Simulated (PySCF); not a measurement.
## How methods differ on the excitation energy of Ni

Ni [Ar] 3d8 4s2 (3F) → Ni [Ar] 3d9 4s1 (3D), as a difference of total energies. All numbers are calculated (PySCF 2.14, the spin-free X2C one-electron Hamiltonian (Gaussian nucleus), in Sapporo-DKH3-DZP-2012 (6s4p3d1f, 40 functions)). Correlated levels: valence: [Ar] frozen; valence and next inner shell: [Ne] frozen. The calculations carry no spin-orbit coupling.

| method | excitation energy (eV) |
| --- | --- |
| UHF | 1.723 |
| LDA | -0.780 |
| PBE | -0.427 |
| PBE0 | 0.006 |
| r2SCAN | 0.236 |
| M06 | -0.136 |
| B2PLYP | 0.052 |
| wB97M-V | 0.289 |
| wB97X-V | -0.083 |
| MP2 (valence) | -0.298 |
| SCS-MP2 (valence) | 0.071 |
| MP2 (valence and next inner shell) | -0.844 |
| SCS-MP2 (valence and next inner shell) | -0.350 |

Problem. How much does correlation contribute at MP2 (valence and next inner shell)?

Solution. -0.844 − (1.723) = -2.567 eV, measured against UHF.

A first-order spin-orbit estimate (lowest level to lowest level, LS coupling) adds 0.049 eV.
